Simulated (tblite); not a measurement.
hexafluoroethane (C2F6), singlet, geometry from GFN2-xTB; GFN1-xTB (tblite 0.6.0).

Input for tblite:
```
$ tblite run mol.xyz --method gfn1 --charge 0 --spin 0 --spin-polarized --json tblite.json --no-restart

# file mol.xyz
8

F      1.40411511    -0.28283952    -1.02131229
C      0.76712540    -0.06168844     0.12248110
F      1.24344065     1.05549696     0.65908857
F      1.02641252    -1.06809983     0.94881838
C     -0.76712540     0.06168844    -0.12248110
F     -1.02641252     1.06809983    -0.94881838
F     -1.24344065    -1.05549696    -0.65908857
F     -1.40411511     0.28283952     1.02131229
```

It wrote (shortened):

```
xTB calculator
 | screened Coulomb repulsion
 | Coulomb electrostatics
 |  * isotropic Klopman-Ohno-Mataga-Nishimoto electrostatics
 |  * onsite third-order electrostatics
 | DFT-D3(BJ) dispersion correction
 | Interactions (1)
 | [1] spin polarization

halogen bonding energy    0.0000000000000E+00 Eh
repulsion energy          6.9285084692712E-02 Eh
dispersion energy        -1.8957720682875E-03 Eh
interaction energy        0.0000000000000E+00 Eh
number of electrons       5.0000000000000E+01 e
integral cutoff           1.7350510997663E+01 bohr

------------------------------------------------------------
  cycle        total energy    energy error   density error
------------------------------------------------------------
      1     -34.54594986699  -3.4613339E+01   4.3528800E-01
      2     -35.08323580034  -5.3728593E-01   1.9377078E-01
      3     -35.08356122956  -3.2542922E-04   1.0808469E-01
      4     -35.08353192993   2.9299625E-05   3.8597787E-03
      5     -35.08359720745  -6.5277519E-05   7.8875313E-04
      6     -35.08359986193  -2.6544789E-06   1.6132979E-04
      7     -35.08359996054  -9.8607657E-08   4.9851289E-05
      8     -35.08359997111  -1.0577644E-08   1.8836474E-08
------------------------------------------------------------

electronic energy        -3.5150989283739E+01 Eh
total energy             -3.5083599971114E+01 Eh

Post processing:
 | Mayer-Wiberg bond orders

[Info] JSON dump of results written to 'tblite.json'
```
